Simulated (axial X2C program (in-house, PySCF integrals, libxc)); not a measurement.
**CoCN: the levels of the configuration d8 s0**

Calculated with an in-house all-electron X2C program for linear molecules (integrals from PySCF): two-component X2C with atomic mean-field Coulomb and Gaunt terms, basis Co dyall-v3z, C dyall-v3z, N dyall-av3z (cores contracted in-house). Orbitals come from Hartree–Fock averaged over the configuration Co d8 s0; CI then distributes these electrons over the d, s shells of Co.

Co–C–N held linear, bonds 2.005 and 1.160 Å (the second held) (near the minimum of the configuration average).

Active spinors (ω > 0):

```json
{"shell": "d", "ω": "3/2", "ε (eV)": "-8.79", "character": "100% Co d"}
{"shell": "d", "ω": "1/2", "ε (eV)": "-8.69", "character": "98% Co d"}
{"shell": "d", "ω": "5/2", "ε (eV)": "-8.61", "character": "100% Co d"}
{"shell": "d", "ω": "3/2", "ε (eV)": "-8.57", "character": "99% Co d"}
{"shell": "d", "ω": "1/2", "ε (eV)": "-8.05", "character": "92% Co d, 5% Co s"}
{"shell": "s", "ω": "1/2", "ε (eV)": "-0.58", "character": "46% Co s, 46% Co p"}
```

Lowest levels of this model:

```json
{"Ω": "3", "energy (cm⁻¹)": "0", "g∥": "7.79", "μ (D)": "-8.96", "configuration": "100% d8"}
{"Ω": "2", "energy (cm⁻¹)": "177", "g∥": "4.48", "μ (D)": "-8.95", "configuration": "100% d8"}
{"Ω": "4", "energy (cm⁻¹)": "349", "g∥": "10.00", "μ (D)": "-8.95", "configuration": "100% d8"}
{"Ω": "1", "energy (cm⁻¹)": "447", "g∥": "1.56", "μ (D)": "-8.94", "configuration": "100% d8"}
{"Ω": "0", "energy (cm⁻¹)": "643", "g∥": "0.00", "μ (D)": "-8.94", "configuration": "100% d8"}
{"Ω": "3", "energy (cm⁻¹)": "1149", "g∥": "6.22", "μ (D)": "-8.96", "configuration": "100% d8"}
{"Ω": "1", "energy (cm⁻¹)": "1180", "g∥": "1.67", "μ (D)": "-8.95", "configuration": "100% d8"}
{"Ω": "2", "energy (cm⁻¹)": "1185", "g∥": "5.21", "μ (D)": "-8.94", "configuration": "100% d8"}
{"Ω": "0", "energy (cm⁻¹)": "1373", "g∥": "0.00", "μ (D)": "-8.94", "configuration": "100% d8"}
{"Ω": "2", "energy (cm⁻¹)": "1788", "g∥": "2.32", "μ (D)": "-8.96", "configuration": "100% d8"}
{"Ω": "1", "energy (cm⁻¹)": "1915", "g∥": "2.77", "μ (D)": "-8.94", "configuration": "100% d8"}
{"Ω": "0", "energy (cm⁻¹)": "2115", "g∥": "0.00", "μ (D)": "-8.93", "configuration": "100% d8"}
{"Ω": "0", "energy (cm⁻¹)": "13402", "g∥": "0.00", "μ (D)": "-8.96", "configuration": "100% d8"}
{"Ω": "1", "energy (cm⁻¹)": "14195", "g∥": "2.06", "μ (D)": "-8.95", "configuration": "100% d8"}
{"Ω": "2", "energy (cm⁻¹)": "14726", "g∥": "4.17", "μ (D)": "-8.94", "configuration": "100% d8"}
{"Ω": "0", "energy (cm⁻¹)": "17033", "g∥": "0.00", "μ (D)": "-8.90", "configuration": "99% d8"}
{"Ω": "0", "energy (cm⁻¹)": "17282", "g∥": "0.00", "μ (D)": "-8.90", "configuration": "99% d8"}
{"Ω": "0", "energy (cm⁻¹)": "17563", "g∥": "0.00", "μ (D)": "-8.91", "configuration": "99% d8"}
{"Ω": "0", "energy (cm⁻¹)": "21760", "g∥": "0.00", "μ (D)": "-8.93", "configuration": "100% d8"}
{"Ω": "4", "energy (cm⁻¹)": "21880", "g∥": "8.00", "μ (D)": "-8.97", "configuration": "100% d8"}
{"Ω": "3", "energy (cm⁻¹)": "22496", "g∥": "6.00", "μ (D)": "-8.95", "configuration": "100% d8"}
```

g∥ is the magnitude of 2⟨Lz + ge Sz⟩ for the +Ω component. μ is positive if the N end is positive.

Q: From Ω and g∥ of the lowest level, whose 2⟨Lz + ge Sz⟩ is positive, find ⟨Sz⟩ and ⟨Lz⟩ (ge = 2.0023).

A: Ω = ⟨Lz⟩ + ⟨Sz⟩ = 3 and ⟨Lz⟩ + ge⟨Sz⟩ = 3.895, so ⟨Sz⟩ = 0.89 and ⟨Lz⟩ = 2.11.

Occupations of the active spinors in the lowest level by ω, shell by shell in order of energy: -5/2: 0.05; -3/2: 0.95 0.95; -1/2: 0.99 0.06 0.00; 1/2: 1.00 1.00 0.00; 3/2: 1.00 1.00; 5/2: 1.00. The leading determinant has weight 0.94 among 39.

This point took 1.9 s on 1 thread of AMD EPYC 7R43 64-Core Processor (Zen 3), on a shared host.

There is no dynamic correlation: spin–orbit spacings and, for f shells, spacings inside one term are the most reliable numbers, splittings between terms come out too wide, and energies between configurations are not reliable, so the lowest level need not be the ground state of the molecule. For d shells the ligand-field splittings (σ, π, δ) and their order can be off by a thousand cm⁻¹ or more. At most 4 roots were kept for each Ω > 0 (twice that for Ω = 0) within 3.2 eV of the lowest, so higher up levels can be missing between those listed; levels with Ω > 0 are doubly degenerate and listed once, Ω = 0 levels singly. Some active spinors are only partly of the character that their shell is named for, so the shell names and counts are nominal. States that fill the shells left empty in the average are placed too high. The molecule was held linear; bending was not examined.
